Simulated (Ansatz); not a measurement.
`S[SiH2][SeH]` + H₂Te → `[SeH][SiH2][TeH]` + H₂S at 500 K and 1 bar (ligand exchange at the Si–S bond).

Computed with Ansatz on PBE0-D4/def2-TZVP structures; ΔE is electronic, products minus reactants. CBS: MP2 limit from def2 TZ/QZ plus the TZ coupled-cluster correction, frozen cores. This one scheme is used for every species. Elements past krypton have def2 core potentials. For Se, Te outer-core shells are correlated without core-valence functions, which leaves a few kJ/mol of doubt a bond. Scalar relativity is left out up to krypton. Each species was taken in one conformer, which may not be the lowest.

```csv
species,CCSD(T)/CBS energy (Eh),H − E (kJ/mol),S (J/(mol·K))
`S[SiH2][SeH]`,-3090.01366,130.2,383.1
H₂Te,-268.91024,48.9,247.6
`[SeH][SiH2][TeH]`,-2959.95331,125.2,409.2
H₂S,-398.97279,57.0,224.0
```

H − E and S are ideal-gas, rigid-rotor, harmonic terms from PBE0-D4/def2-TZVP, for one conformer and one mirror image of each species. 1 Eh = 2625.50 kJ/mol, R = 8.31446 J/(mol·K).

Problem. By hand: ΔE, ΔH, ΔS and ΔG.

Solution. ΔE = (-2959.95331) + (-398.97279) − (-3090.01366) − (-268.91024) = -0.00220 Eh = -5.8 kJ/mol. Δ(H − E) = 125.2 + 57.0 − 130.2 − 48.9 = 3.1, so ΔH = -2.7 kJ/mol. ΔS = 409.2 + 224.0 − 383.1 − 247.6 = 2.5 J/(mol·K). ΔG = -2.7 − 500 × (2.5)/1000 = -4.0 kJ/mol.

Problem. By hand: the equilibrium constant, and the temperature at which ΔG would vanish if ΔH and ΔS stayed fixed.

Solution. log₁₀ K = −ΔG/(RT ln 10) = 0.4. ΔH and −TΔS have one sign here, so there is no such temperature. One of them is within its doubt of zero, so this could turn.

TΔS isn't small against ΔH here. The sign of ΔG lies within the doubt. A doubt of 5 kJ/mol in ΔE shifts log₁₀ K by 0.5 here. Other conformers and mirror images would add mixing entropy, several J/(mol·K) or more a flexible species. These are equilibria of isolated gas molecules and say nothing of rates. Largest T1 diagnostic: 0.010 (customary marks: 0.02 for closed shells, 0.045 for open ones).
